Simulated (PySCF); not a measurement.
Some computed properties have been withheld. Give your best values.

Compound: C6H11O2 (doublet state).
SMILES: `CCOC(=O)[C](C)C`

Conformer (atom-mapped SMILES and torsion angles): `[CH3:1][CH2:2][O:3][C:4](=[O:5])[C:6]([CH3:7])[CH3:8]`: C1–C2–O3–C4 -83°, C2–O3–C4–O5 -1°, O3–C4–C6–C7 -3°.

```csv
property,level,value
point group of the GFN2-xTB geometry,GFN2-xTB,?
"rotational constants A, B, C of the GFN2-xTB geometry",GFN2-xTB,"3.916, 1.251, 1.044 GHz"
isotropic g value,"unrestricted B3LYP/pcH-1, mean-field spin–orbit",?
spin squared ⟨S²⟩,unrestricted B3LYP/pcH-1,?
largest isotropic hyperfine couplings (means over sets of like nuclei),unrestricted B3LYP/pcH-1,?
```

The electronic properties come from PySCF, for the isolated species, density fitting. GFN2-xTB frequencies show an imaginary mode (46i cm⁻¹), so this geometry is no minimum at that level. Hyperfine couplings depend on the geometry, which wasn't re-optimised at a DFT level. Couplings of like nuclei are plain means over topologically equivalent atoms, as if these changed places fast (by rotation of a methyl-like group, say); in this geometry the members of some sets differ.

Q: What is the isotropic g value?

A: 2.00362.

Q: What are the largest isotropic hyperfine couplings (means over sets of like nuclei)?

A: 13C +69.2, 1H +61.7 (×6), 13C -39.4, 13C -27.4 (×2), 17O -13.1 MHz.

Q: Give the spin squared ⟨S²⟩.

A: 0.756.

Q: What is the point group of the GFN2-xTB geometry?

A: C1.

With B = h/(8π²I), that is 505.379 GHz u Å² over I, the principal moments of inertia are 129.1, 403.9 and 484.0 u Å² (most abundant isotopes); the inertial defect Ic − Ia − Ib is -49.0 u Å² (zero for a rigid planar frame, negative otherwise). g_iso is shifted by about +1300 ppm from the free-electron value 2.002319. ⟨S²⟩ is 0.006 above the pure-spin value S(S + 1) = 0.75.

For the EPR job (B3LYP), on one thread, Arm Neoverse V2 (aarch64), on a shared host, this took 76 s of wall time (grids of density and orbitals included) and 0.96 GiB of memory at its peak.

One conformer stands for the species.
